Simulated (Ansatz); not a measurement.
Isomers of C3H4: 1 is C#CC, 2 is C1=CC1; one conformer of each (the lowest of an xTB search), B3LYP-D3(BJ)/def2-TZVP minima.
Isomer 1 (charge 0, multiplicity 1):
```xyz
7

C      1.69720    -0.13370     0.01373
C      0.50184    -0.03939    -0.01849
C     -0.94726     0.07472    -0.05721
H      2.75541    -0.21746     0.04242
H     -1.40111    -0.43373     0.79581
H     -1.34928    -0.37184    -0.96886
H     -1.25680     1.12141    -0.02959
```
Isomer 2 (charge 0, multiplicity 1, Z-matrix in Å and degrees):
```
C
H 1 1.0889
H 1 1.0889 2 113.64
C 1 1.5050 2 119.65 3 150.52
C 4 1.2868 1 64.69 2 105.62
H 5 1.0750 4 149.72 1 -180.00
H 4 1.0750 5 149.72 6 0.00
```

No zero-point or thermal terms.

Cores are frozen in the correlated methods.

The values were computed with Ansatz (Gaussian orbitals). Values without a source in brackets are computed.

**Question.** What electronic energy of isomer 2 less that of isomer 1 does MP2/cc-pVDZ give?

**Answer.** 97 kJ/mol

**Question.** Estimate the electronic energy of isomer 2 less that of isomer 1 that r2SCAN/def2-TZVPP returns for this input.

**Answer.** 87 kJ/mol

**Question.** Give the electronic energy of isomer 2 less that of isomer 1 at the level HF/cc-pVDZ.

**Answer.** 109 kJ/mol

Ansatz is a program for electronic structure.
